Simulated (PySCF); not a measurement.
Spinor energies of O⁶⁺ (oxygen, charge +6)

Start: 1s2. Calculated with PySCF 2.14 in an uncontracted even-tempered set (17 s from 0.2 bohr⁻², ratio 2.6; 10 p from 0.26 bohr⁻², ratio 2.6; 7 d from 0.26 bohr⁻², ratio 2.8; 3 f from 16 bohr⁻², ratio 2.8): generalised Hartree-Fock with the X2C-1e Hamiltonian and a Gaussian nucleus; spin-orbit coupling (SO) screened by Boettger's factors.

```json
{"spinor shell": "1s1/2", "electrons": "2", "ε, screened SO (eV)": "-739.75", "weight of nominal j (screened SO)": "1.000", "rms radius, screened SO (bohr)": "0.228"}
```

```csv
quantity,screened SO
E (hartree),-59.15661
M_J,0
⟨J²⟩,0.000
⟨L²⟩,0.000
⟨S²⟩,0.000
```
